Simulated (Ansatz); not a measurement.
```yaml
crystal:
  periodic: [false, false, false]
  atoms:
    - {symbol: Cd, position_ang: [-0.292175, 1.147048, -1.788987]}
    - {symbol: Cd, position_ang: [2.040001, 0.178593, 0.639071]}
    - {symbol: Cd, position_ang: [-0.448938, -2.060855, -0.390794]}
    - {symbol: Cd, position_ang: [-1.298878, 0.735213, 1.540710]}
basis:
  gaussian: {orbitals: def2-mTZVP, nuclear_model: gaussian}
total_charge: 1
magnetization: {spin_polarized: true, initial_magnetization: 1}
hamiltonian: {xc: {name: r2SCAN0}}
scf: {omitted_lower_state_checks: [starts]}
output: {forces: true}
```

```sh
$ ansatz run in.yaml --threads 4 --pin off --events-out ev --progress --plain --max-ram 3916MiB
```

Output, abridged:

```
Functional definition: r2SCAN0
  name "r2SCAN0"
  cite "Bursch, Neugebauer, Ehlert & Grimme, J. Chem. Phys. 156, 134105 (2022) doi:10.1063/5.0086040"
  cite "Furness, Kaplan, Ning, Perdew & Sun, J. Phys. Chem. Lett. 11, 8208 (2020) doi:10.1021/acs.jpclett.0c02405"
  cite "Furness, Kaplan, Ning, Perdew & Sun, J. Phys. Chem. Lett. 11, 9248 (2020) doi:10.1021/acs.jpclett.0c03077"
  parent r2scan
  parameter a = 0.25
  parameter k0 = 0.174
  parameter k1 = 0.065
  parameter a1 = 4.9479
  exchange = (1 - a)*r2scan_x(k0 = k0, k1 = k1, a1 = a1) + a*exact_x
  correlation = r2scan_c
these checks for a lower state are left out or cut short: starts
1516 factors; integrals over basis functions are off by at most 2.5e-4 eV
mean field evaluation 1: about -18256.6362 eV, gradient 5.7e0 eV
mean field evaluation 2: about -18256.7128 eV, gradient 5.7e0 eV
mean field evaluation 4: about -18256.9737 eV, gradient 4.6e-1 eV
mean field evaluation 8: about -18257.1087 eV, gradient 1.8e-1 eV
mean field evaluation 16: about -18257.1102 eV, gradient 4.5e-2 eV
mean field evaluation 32: about -18257.1111 eV, gradient 4.9e-4 eV
mean field evaluation 64: about -18257.1111 eV, gradient 1.1e-6 eV
mean field -18257.11109247 eV, -670.9364575341 hartree, gradient 1.1e-7 eV, S^2 0.785137; 0 other end points of the search recorded, 0 dependent functions left out
the calculation of the forces begins
reference -18257.11111088 eV, -670.9364582105 hartree; 40, 39 occupied and 92, 93 virtual orbitals, 1516 factors
Total energy: -18257.11111088 eV, -670.9364582105 hartree
Atom 0 at    -0.292175     1.147048    -1.788987 Å, force    -0.454791    -0.290671     0.220607 eV/Å
Atom 1 at     2.040001     0.178593     0.639071 Å, force    -0.361199    -0.328774     0.316956 eV/Å
Atom 2 at    -0.448938    -2.060855    -0.390794 Å, force     0.424983     0.253932    -0.307354 eV/Å
Atom 3 at    -1.298878     0.735213     1.540710 Å, force     0.391007     0.365513    -0.230209 eV/Å
Dipole moment:    -0.000256     0.000119    -0.000347 e Å
Checks for a lower state left out: starts
```

Hardware: 4 threads of Arm Neoverse V1 on a shared host. Wall time 48 s, peak host memory 0.83 GiB.

In the def2 sets Cd takes a core potential; there is no spin–orbit coupling.

The dipole of an ion depends on the origin.
